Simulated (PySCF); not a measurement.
**What PySCF settings do for MoS3**

Base input, run as `OMP_NUM_THREADS=1 python input.py` with PySCF 2.14:

```python
from pyscf import gto, dft

mol = gto.M(
    atom='Mo 0 0 0.3687; S 1.9752 0 -0.3772; S -0.9876 1.7106 -0.3772; S -0.9876 -1.7106 -0.3772',
    basis='lanl2dz',
    ecp={'Mo': 'lanl2dz', 'S': 'lanl2dz'},
    charge=0,
    spin=0,
    verbose=4,
)
mf = dft.RKS(mol, xc='tpssh')
mf.kernel()
mf.dip_moment()
print('orbital energies (hartree):', mf.mo_energy[..., max(0, mol.nelec[1]-3):mol.nelec[0]+3].round(4))
```

Base result: E(SCF) = -97.877828 Eh, 13 cycles, μ(SCF) = 3.58 D. 

It ran on Arm Neoverse N1 (1 thread, shared host) in 9.4 s.

Each row names what differs from the base; energies in brackets are changes from the base.

```tsv
change	result	wall time (s)
spin (2S): 0 → 2; SCF type: RKS → UKS [a high spin state]	E(SCF) = -97.854624 Eh (+0.6314 eV), ⟨S²⟩ = 2.018, μ(SCF) = 1.59 D	22
geometry: coordinates × 1 → coordinates × 3 [stretched restricted solution, likely unstable]	not converged: SCF after 50 cycles	26
spin (2S): 0 → 4; SCF type: RKS → UKS [a high spin state]	E(SCF) = -97.762076 Eh (+3.1498 eV), ⟨S²⟩ = 6.013, μ(SCF) = 1.41 D	22
electric field along z (a.u.): none → 0.05	E(SCF) = -98.003621 Eh (-3.4230 eV), 13 cycles, μ(SCF) = 9.06 D	9.2
functional: tpssh → revpbe	E(SCF) = -98.015347 Eh, 13 cycles, μ(SCF) = 3.44 D	5.6
length unit: angstrom → bohr [unsound on purpose]	E(SCF) = -88.184798 Eh, 11 cycles, μ(SCF) = 0.56 D	8.4
DIIS space: default → 4	E(SCF) = -97.877828 Eh (+0.0000 eV), 16 cycles, μ(SCF) = 3.58 D	11
basis set: lanl2dz → cc-pvdz-dk; core potential: on → off; spin-free X2C: off → on [unsound on purpose]	stops with BasisNotFoundError (Basis set not found for Mo in cc-pvdz-dk)	1.2
functional: tpssh → pbesol	E(SCF) = -97.766103 Eh, 13 cycles, μ(SCF) = 3.32 D	5.6
charge: 0 → 1; spin (2S): 0 → 1; SCF type: RKS → UKS [another spin of the ion may lie lower]	E(SCF) = -97.545585 Eh (+9.0408 eV), ⟨S²⟩ = 0.790	27
```
